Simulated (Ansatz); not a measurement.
A short molecular-dynamics run on C5H14InN (`C[CH2][In]([NH2])[CH](C)C`).

```yaml
crystal:
  periodic: [false, false, false]
  atoms:
    - {symbol: C, position_ang: [2.716775, -1.318832, 0.481498]}
    - {symbol: C, position_ang: [1.563293, -1.960543, -0.278600]}
    - {symbol: In, position_ang: [-0.264136, -0.801476, -0.339986]}
    - {symbol: N, position_ang: [-1.693307, -1.532195, -1.574549]}
    - {symbol: C, position_ang: [-0.861381, 1.038136, 0.663158]}
    - {symbol: C, position_ang: [-2.245342, 1.485341, 0.216808]}
    - {symbol: C, position_ang: [0.171917, 2.142865, 0.476977]}
    - {symbol: H, position_ang: [3.014318, -0.363663, 0.040373]}
    - {symbol: H, position_ang: [2.457247, -1.119599, 1.524831]}
    - {symbol: H, position_ang: [3.605881, -1.958882, 0.488794]}
    - {symbol: H, position_ang: [1.303904, -2.930235, 0.157271]}
    - {symbol: H, position_ang: [1.844132, -2.163388, -1.316198]}
    - {symbol: H, position_ang: [-2.595364, -1.107281, -1.712808]}
    - {symbol: H, position_ang: [-1.600466, -2.361894, -2.136795]}
    - {symbol: H, position_ang: [-0.902799, 0.784927, 1.728864]}
    - {symbol: H, position_ang: [-2.269506, 1.716186, -0.852795]}
    - {symbol: H, position_ang: [-2.555766, 2.395742, 0.746833]}
    - {symbol: H, position_ang: [-3.006755, 0.723344, 0.402552]}
    - {symbol: H, position_ang: [1.159653, 1.856440, 0.847819]}
    - {symbol: H, position_ang: [-0.127322, 3.054040, 1.011883]}
    - {symbol: H, position_ang: [0.285033, 2.420977, -0.575911]}
basis:
  gaussian: {orbitals: def2-SVP}
hamiltonian: {xc: {name: PBE}}
md: {timestep: 1 fs, n_steps: 30, ensemble: nve, temperature: 500, initial_velocities: maxwell_boltzmann, seed: 19}
```

```sh
$ ansatz run in.yaml --threads 2 --pin off --events-out ev --progress --plain --max-ram 32768MiB --backend cuda --devices 0, --max-vram 18GiB
```

```json
{"step": "0", "time (fs)": "0.0", "potential energy (eV)": "-12062.2557", "kinetic (eV)": "1.2280", "T (K)": "500", "conserved (eV)": "-12061.0277"}
{"step": "1", "time (fs)": "1.0", "potential energy (eV)": "-12062.0866", "kinetic (eV)": "1.0754", "T (K)": "438", "conserved (eV)": "-12061.0112"}
{"step": "2", "time (fs)": "2.0", "potential energy (eV)": "-12061.9002", "kinetic (eV)": "0.9026", "T (K)": "368", "conserved (eV)": "-12060.9975"}
{"step": "3", "time (fs)": "3.0", "potential energy (eV)": "-12061.8867", "kinetic (eV)": "0.8783", "T (K)": "358", "conserved (eV)": "-12061.0084"}
{"step": "4", "time (fs)": "4.0", "potential energy (eV)": "-12061.9080", "kinetic (eV)": "0.8900", "T (K)": "362", "conserved (eV)": "-12061.0180"}
{"step": "5", "time (fs)": "5.0", "potential energy (eV)": "-12061.8178", "kinetic (eV)": "0.8042", "T (K)": "327", "conserved (eV)": "-12061.0135"}
{"step": "6", "time (fs)": "6.0", "potential energy (eV)": "-12061.6639", "kinetic (eV)": "0.6575", "T (K)": "268", "conserved (eV)": "-12061.0065"}
{"step": "7", "time (fs)": "7.0", "potential energy (eV)": "-12061.5519", "kinetic (eV)": "0.5490", "T (K)": "224", "conserved (eV)": "-12061.0029"}
{"step": "8", "time (fs)": "8.0", "potential energy (eV)": "-12061.5446", "kinetic (eV)": "0.5426", "T (K)": "221", "conserved (eV)": "-12061.0020"}
{"step": "9", "time (fs)": "9.0", "potential energy (eV)": "-12061.6529", "kinetic (eV)": "0.6457", "T (K)": "263", "conserved (eV)": "-12061.0072"}
{"step": "10", "time (fs)": "10.0", "potential energy (eV)": "-12061.7959", "kinetic (eV)": "0.7790", "T (K)": "317", "conserved (eV)": "-12061.0168"}
{"step": "11", "time (fs)": "11.0", "potential energy (eV)": "-12061.8398", "kinetic (eV)": "0.8206", "T (K)": "334", "conserved (eV)": "-12061.0191"}
{"step": "12", "time (fs)": "12.0", "potential energy (eV)": "-12061.7580", "kinetic (eV)": "0.7467", "T (K)": "304", "conserved (eV)": "-12061.0112"}
{"step": "13", "time (fs)": "13.0", "potential energy (eV)": "-12061.6707", "kinetic (eV)": "0.6677", "T (K)": "272", "conserved (eV)": "-12061.0029"}
{"step": "14", "time (fs)": "14.0", "potential energy (eV)": "-12061.6903", "kinetic (eV)": "0.6822", "T (K)": "278", "conserved (eV)": "-12061.0080"}
{"step": "15", "time (fs)": "15.0", "potential energy (eV)": "-12061.7477", "kinetic (eV)": "0.7328", "T (K)": "298", "conserved (eV)": "-12061.0149"}
{"step": "16", "time (fs)": "16.0", "potential energy (eV)": "-12061.7377", "kinetic (eV)": "0.7247", "T (K)": "295", "conserved (eV)": "-12061.0130"}
{"step": "17", "time (fs)": "17.0", "potential energy (eV)": "-12061.6706", "kinetic (eV)": "0.6612", "T (K)": "269", "conserved (eV)": "-12061.0094"}
{"step": "18", "time (fs)": "18.0", "potential energy (eV)": "-12061.5974", "kinetic (eV)": "0.5900", "T (K)": "240", "conserved (eV)": "-12061.0074"}
{"step": "19", "time (fs)": "19.0", "potential energy (eV)": "-12061.5582", "kinetic (eV)": "0.5542", "T (K)": "226", "conserved (eV)": "-12061.0040"}
{"step": "20", "time (fs)": "20.0", "potential energy (eV)": "-12061.6072", "kinetic (eV)": "0.6045", "T (K)": "246", "conserved (eV)": "-12061.0028"}
{"step": "21", "time (fs)": "21.0", "potential energy (eV)": "-12061.7543", "kinetic (eV)": "0.7415", "T (K)": "302", "conserved (eV)": "-12061.0128"}
{"step": "22", "time (fs)": "22.0", "potential energy (eV)": "-12061.8545", "kinetic (eV)": "0.8306", "T (K)": "338", "conserved (eV)": "-12061.0239"}
{"step": "23", "time (fs)": "23.0", "potential energy (eV)": "-12061.7645", "kinetic (eV)": "0.7497", "T (K)": "305", "conserved (eV)": "-12061.0149"}
{"step": "24", "time (fs)": "24.0", "potential energy (eV)": "-12061.6135", "kinetic (eV)": "0.6140", "T (K)": "250", "conserved (eV)": "-12060.9995"}
{"step": "25", "time (fs)": "25.0", "potential energy (eV)": "-12061.6122", "kinetic (eV)": "0.6088", "T (K)": "248", "conserved (eV)": "-12061.0033"}
{"step": "26", "time (fs)": "26.0", "potential energy (eV)": "-12061.7162", "kinetic (eV)": "0.7021", "T (K)": "286", "conserved (eV)": "-12061.0141"}
{"step": "27", "time (fs)": "27.0", "potential energy (eV)": "-12061.7642", "kinetic (eV)": "0.7474", "T (K)": "304", "conserved (eV)": "-12061.0168"}
{"step": "28", "time (fs)": "28.0", "potential energy (eV)": "-12061.6988", "kinetic (eV)": "0.6846", "T (K)": "279", "conserved (eV)": "-12061.0142"}
{"step": "29", "time (fs)": "29.0", "potential energy (eV)": "-12061.5599", "kinetic (eV)": "0.5528", "T (K)": "225", "conserved (eV)": "-12061.0071"}
{"step": "30", "time (fs)": "30.0", "potential energy (eV)": "-12061.4671", "kinetic (eV)": "0.4697", "T (K)": "191", "conserved (eV)": "-12060.9974"}
```

Velocities are drawn at the set temperature; a run this short doesn't reach equilibrium.

Frames (Å, forces in eV/Å):

```xyz
21
time=0.0 fs
C     2.717   -1.319    0.481   -0.278   -0.142   -0.175
C     1.563   -1.961   -0.279    0.154    0.234    0.170
In   -0.264   -0.801   -0.340    0.161    0.030    0.146
N    -1.693   -1.532   -1.575    0.196    0.097    0.177
C    -0.861    1.038    0.663   -0.057    0.226   -0.209
C    -2.245    1.485    0.217    0.243   -0.132    0.098
C     0.172    2.143    0.477   -0.152   -0.252    0.039
H     3.014   -0.364    0.040    0.176    0.490   -0.207
H     2.457   -1.120    1.525   -0.100    0.108    0.539
H     3.606   -1.959    0.489    0.468   -0.312    0.017
H     1.304   -2.930    0.157   -0.164   -0.495    0.214
H     1.844   -2.163   -1.316    0.119   -0.108   -0.542
H    -2.595   -1.107   -1.713   -0.643    0.295   -0.101
H    -1.600   -2.362   -2.137    0.059   -0.585   -0.411
H    -0.903    0.785    1.729   -0.009   -0.173    0.521
H    -2.270    1.716   -0.853   -0.038    0.132   -0.540
H    -2.556    2.396    0.747   -0.181    0.450    0.248
H    -3.007    0.723    0.403   -0.413   -0.370    0.091
H     1.160    1.856    0.848    0.514   -0.116    0.183
H    -0.127    3.054    1.012   -0.128    0.467    0.265
H     0.285    2.421   -0.576    0.075    0.156   -0.524
21
time=4.0 fs
C     2.741   -1.322    0.489   -0.385    1.443   -0.304
C     1.584   -1.942   -0.313    0.260   -0.120    0.696
In   -0.265   -0.808   -0.336   -0.071    0.589    0.031
N    -1.704   -1.510   -1.582   -0.901   -0.686   -0.794
C    -0.911    1.066    0.663    1.966   -0.448    0.480
C    -2.246    1.511    0.219   -1.319    0.571   -0.983
C     0.198    2.132    0.476    0.358    0.086    1.183
H     3.080   -0.322   -0.010   -0.575   -1.049    1.014
H     2.356   -1.171    1.559    0.857    0.167   -0.952
H     3.672   -1.923    0.483   -0.062   -0.330    0.218
H     1.272   -2.876    0.173   -0.137   -0.448    0.317
H     1.862   -2.274   -1.309    0.246    0.069   -0.870
H    -2.710   -1.285   -1.736    0.799    0.051    0.304
H    -1.504   -2.386   -2.090   -0.108    0.220    0.082
H    -0.884    0.689    1.719   -0.229    0.477   -0.124
H    -2.275    1.697   -0.887    0.135    0.055    0.211
H    -2.637    2.470    0.670    0.265   -0.393    0.120
H    -3.003    0.723    0.354   -0.333   -0.094    0.268
H     1.233    1.794    0.898   -1.351    0.549   -0.814
H    -0.105    3.071    1.014    0.207   -0.239    0.311
H     0.250    2.534   -0.552    0.378   -0.470   -0.396
21
time=8.0 fs
C     2.762   -1.312    0.491    0.178   -1.936   -0.943
C     1.608   -1.927   -0.338    0.377   -2.504   -0.799
In   -0.266   -0.815   -0.332   -0.324    0.829   -0.101
N    -1.722   -1.495   -1.595    0.278   -1.823   -1.083
C    -0.937    1.089    0.668    2.459   -0.619    0.399
C    -2.263    1.542    0.209   -2.002   -0.674   -1.046
C     0.225    2.123    0.488   -2.875    1.784   -0.966
H     3.079   -0.387    0.061    0.277    1.501   -0.285
H     2.363   -1.194    1.494    0.222    0.372    0.850
H     3.726   -1.934    0.508   -1.032    0.222    0.151
H     1.228   -2.879    0.224    0.573    0.994   -0.723
H     1.911   -2.363   -1.418   -0.529    1.079    1.938
H    -2.741   -1.441   -1.719    0.212    0.301    0.311
H    -1.425   -2.405   -2.054   -0.463    1.056    0.410
H    -0.898    0.660    1.705   -0.290    0.673   -0.061
H    -2.264    1.688   -0.902    0.054    0.105    0.194
H    -2.684    2.499    0.618    0.305   -0.246    0.282
H    -3.043    0.713    0.344    0.524    0.859    0.103
H     1.165    1.792    0.852    1.549   -0.541    0.310
H    -0.056    3.061    1.061    0.268   -0.417    0.051
H     0.269    2.576   -0.579    0.241   -1.015    1.008
21
time=12.0 fs
C     2.782   -1.317    0.483   -1.337    1.133   -0.522
C     1.636   -1.937   -0.369   -0.127    1.392    2.328
In   -0.267   -0.820   -0.328   -0.425    0.914   -0.115
N    -1.738   -1.493   -1.618    0.181    0.961    0.475
C    -0.933    1.105    0.676    1.051   -0.177   -0.744
C    -2.301    1.566    0.187    1.036   -0.131   -0.374
C     0.224    2.131    0.493   -0.032   -1.139    1.711
H     3.098   -0.300    0.122   -0.057   -0.461    0.064
H     2.413   -1.167    1.518    0.076    0.049    0.058
H     3.664   -1.933    0.553    0.877   -0.727   -0.080
H     1.252   -2.776    0.194   -0.204   -1.103    0.467
H     1.903   -2.319   -1.309    0.640   -0.498   -2.097
H    -2.750   -1.556   -1.654   -0.401    0.313    0.289
H    -1.387   -2.337   -1.991    0.466   -1.735   -1.031
H    -0.954    0.723    1.696   -0.111    0.212    0.826
H    -2.246    1.696   -0.900   -0.167    0.224   -0.517
H    -2.689    2.502    0.609    0.068    0.469    0.401
H    -3.036    0.798    0.355   -0.868   -0.763    0.234
H     1.237    1.739    0.820   -0.681    0.118   -0.220
H     0.028    3.005    1.125   -0.052    0.584    0.288
H     0.323    2.490   -0.508    0.068    0.364   -1.439
21
time=16.0 fs
C     2.789   -1.314    0.469    0.252    0.931    0.966
C     1.663   -1.937   -0.378   -0.160    0.026    0.332
In   -0.269   -0.824   -0.324   -0.452    0.757   -0.047
N    -1.750   -1.490   -1.640    0.484   -2.039   -0.687
C    -0.916    1.117    0.678   -0.730   -0.463    0.520
C    -2.330    1.587    0.160    0.833   -0.246    0.234
C     0.219    2.130    0.514    1.267   -0.211   -0.038
H     3.119   -0.250    0.175   -0.086   -1.283   -0.147
H     2.473   -1.134    1.556   -0.040   -0.329   -0.928
H     3.679   -2.005    0.586   -0.297    0.534   -0.375
H     1.264   -2.798    0.204    0.236   -0.331   -0.270
H     1.958   -2.306   -1.406   -0.160    0.357    0.639
H    -2.789   -1.623   -1.550    1.050    0.202    0.113
H    -1.332   -2.413   -2.029   -1.164    1.509    0.431
H    -1.024    0.829    1.774    0.176    0.263   -0.668
H    -2.254    1.735   -0.949   -0.372    0.055    0.374
H    -2.675    2.549    0.649    0.314   -0.417   -0.298
H    -3.115    0.815    0.390    0.360    0.313   -0.256
H     1.250    1.691    0.772   -1.003    0.237    0.014
H     0.111    3.011    1.212   -0.063   -0.091   -0.660
H     0.382    2.429   -0.570   -0.445    0.226    0.750
21
time=20.0 fs
C     2.798   -1.303    0.464    0.353   -2.221    0.114
C     1.687   -1.934   -0.379   -0.494   -1.081   -0.447
In   -0.272   -0.826   -0.320   -0.453    0.464   -0.133
N    -1.756   -1.503   -1.667    0.761    1.497    0.741
C    -0.908    1.125    0.684   -1.663   -0.037   -0.069
C    -2.348    1.606    0.135    1.181   -0.656    0.767
C     0.226    2.127    0.535   -0.663    0.694   -1.422
H     3.140   -0.338    0.194    0.702    1.492   -1.082
H     2.517   -1.142    1.496   -0.695   -0.067    1.005
H     3.674   -2.016    0.566   -0.267    0.564   -0.309
H     1.306   -2.874    0.183    0.597    0.799   -0.861
H     2.008   -2.264   -1.468   -0.543    0.604    1.789
H    -2.721   -1.661   -1.420   -0.767    0.093    0.336
H    -1.409   -2.348   -2.041    0.466   -1.722   -0.968
H    -1.072    0.965    1.778    0.176   -0.334   -0.174
H    -2.314    1.783   -0.961   -0.165   -0.038    0.088
H    -2.622    2.553    0.655    0.002    0.023   -0.166
H    -3.160    0.859    0.394    0.603    0.396   -0.328
H     1.158    1.658    0.734    1.551   -0.774    0.705
H     0.180    3.015    1.216   -0.250   -0.003   -0.438
H     0.382    2.412   -0.560   -0.432    0.309    0.851
21
time=24.0 fs
C     2.809   -1.309    0.463   -0.435    1.586    0.164
C     1.705   -1.940   -0.380   -1.000    2.055    2.467
In   -0.275   -0.829   -0.316   -0.248    0.142   -0.119
N    -1.756   -1.508   -1.688   -0.057   -1.172    0.152
C    -0.919    1.132    0.689   -1.480    0.251   -0.935
C    -2.348    1.617    0.120    2.355    0.474    0.452
C     0.231    2.126    0.543    1.214   -1.780    0.677
H     3.228   -0.303    0.088   -0.667   -0.983    0.290
H     2.480   -1.163    1.528    0.162    0.077   -0.438
H     3.656   -1.968    0.504    1.146   -0.806    0.102
H     1.419   -2.874    0.060   -0.393   -1.240    0.579
H     1.999   -2.149   -1.346    0.778   -0.414   -2.988
H    -2.704   -1.679   -1.259    0.819    0.210   -0.447
H    -1.470   -2.426   -2.145   -0.445    1.049    0.555
H    -1.096    1.053    1.765   -0.019   -0.712    0.588
H    -2.396    1.826   -0.960    0.255   -0.086   -0.286
H    -2.567    2.562    0.638   -0.253    0.432    0.115
H    -3.142    0.937    0.359   -0.810   -0.943    0.317
H     1.208    1.558    0.778   -0.842    0.894   -0.102
H     0.214    3.027    1.164   -0.305    0.389    0.490
H     0.326    2.447   -0.467    0.226    0.576   -1.631
21
time=28.0 fs
C     2.819   -1.304    0.462    1.208   -0.616    0.065
C     1.713   -1.928   -0.363   -0.073   -0.689   -1.622
In   -0.279   -0.831   -0.313   -0.152   -0.085   -0.261
N    -1.754   -1.520   -1.706    0.493   -0.138    0.313
C    -0.949    1.141    0.685   -0.577    0.060    0.254
C    -2.324    1.633    0.111   -0.335    0.230    0.599
C     0.248    2.111    0.553   -0.351    0.970   -1.326
H     3.237   -0.363    0.008   -0.535   -0.104    0.469
H     2.459   -1.172    1.522    0.591    0.221   -0.453
H     3.749   -1.992    0.454   -0.935    0.563    0.341
H     1.499   -2.990   -0.017   -0.028    0.756   -0.157
H     2.050   -2.058   -1.482   -0.643    0.271    1.494
H    -2.606   -1.670   -1.149   -0.286    0.015   -0.189
H    -1.568   -2.417   -2.200    0.012    0.362    0.329
H    -1.118    1.040    1.806    0.107   -0.495   -0.786
H    -2.440    1.853   -0.987    0.601   -0.293    0.374
H    -2.546    2.616    0.629   -0.136   -0.458   -0.257
H    -3.190    0.924    0.354    0.867    0.566   -0.057
H     1.180    1.563    0.818    0.072    0.427   -0.168
H     0.202    3.071    1.164   -0.211   -0.778   -0.027
H     0.294    2.540   -0.525    0.312   -0.784    1.064
21
time=30.0 fs
C     2.829   -1.301    0.463    0.863   -2.230   -0.373
C     1.715   -1.923   -0.359    0.046   -1.425   -2.068
In   -0.281   -0.832   -0.311   -0.107   -0.142   -0.353
N    -1.752   -1.529   -1.714    0.573    2.290    1.420
C    -0.968    1.146    0.683    0.294   -0.132    0.104
C    -2.311    1.642    0.109   -0.864    0.112    0.552
C     0.256    2.105    0.553   -2.176    1.869   -1.612
H     3.206   -0.416   -0.004    0.177    1.495   -0.208
H     2.481   -1.165    1.487    0.261    0.362    0.651
H     3.762   -1.986    0.447   -0.978    0.542    0.360
H     1.531   -3.036   -0.052    0.016    1.515   -0.327
H     2.055   -2.003   -1.516   -0.805    0.180    2.082
H    -2.555   -1.662   -1.112   -0.935   -0.027    0.154
H    -1.624   -2.373   -2.199    0.532   -1.979   -1.030
H    -1.124    1.002    1.795    0.062   -0.337   -0.631
H    -2.430    1.852   -0.985    0.619   -0.266    0.226
H    -2.545    2.626    0.613   -0.119   -0.342   -0.162
H    -3.182    0.933    0.353    0.905    0.640   -0.083
H     1.153    1.600    0.827    1.457   -0.498    0.193
H     0.183    3.060    1.168   -0.157   -0.722   -0.034
H     0.295    2.555   -0.521    0.337   -0.905    1.141
```

Run time 38 s (2 threads of an AMD EPYC 7R13 on a shared host and a share of an NVIDIA H100 80 GB); peak host memory 0.85 GiB.
